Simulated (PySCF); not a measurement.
SMILES CC(C)(C)CC=O (C6H12O) at its GFN2-xTB optimised geometry (Å):

```
19

C      1.3848     0.4828     1.2535
C      0.8603    -0.2198     0.0000
C      1.3367    -1.6761    -0.0016
C      1.3853     0.4848    -1.2519
C     -0.6780    -0.2198     0.0000
C     -1.3657     1.1124     0.0000
O     -0.8668     2.2016    -0.0018
H      2.4714     0.4510     1.2739
H      1.0725     1.5223     1.2662
H      1.0118    -0.0046     2.1523
H      2.4235    -1.7159    -0.0037
H      0.9792    -2.2016     0.8814
H      0.9759    -2.2010    -0.8842
H      1.0160    -0.0037    -2.1518
H      1.0689     1.5235    -1.2655
H      2.4722     0.4570    -1.2696
H     -1.0495    -0.7613    -0.8764
H     -1.0498    -0.7621     0.8757
H     -2.4722     1.0031     0.0017
```

Calculation: PBE/def2-SVP (PySCF). Cells within 0.4 Å of a nucleus heavier than hydrogen are left out (blank, or x).

Map of the deformation density (molecule minus spherical neutral atoms) (e/bohr³) on the plane z = 0.0 Å:

```
|111111111111111111111111111|
|111111111111111111111111111|
|111111111111111111111111111|
|111111111111111111111111111|
|111111111111111111111111111|
|111111111342211111111111111|
|1111111115xx421111111111111|
|1111111014xx621111111111111|
|111111111685211111111111111|
|111111354x72000000011111111|
|11111199xxx0000000001111111|
|111111453683000000000111111|
|111111110375111011000111111|
|11111110014xx54xx1000111111|
|1111111000xxx65xx0000111111|
|111111110132122363000111111|
|111111111111000375111111111|
|11111111111000015x453111111|
|1111111111110000xxx98101111|
|111111111111100132243111111|
|111111111111111110011111111|
|111111111111111110011111111|
|111111111111111111111111111|
|111111111111111111111111111|
|111111111111111111111111111|
|111111111111111111111111111|
|111111111111111111111111111|
```
Scale: ten equal steps from -0.018 (start of '0') to 0.100 (end of '9'), in the order '0123456789'; x runs from -4.50 to 4.50, y from -4.50 (bottom) to 4.50 (top).
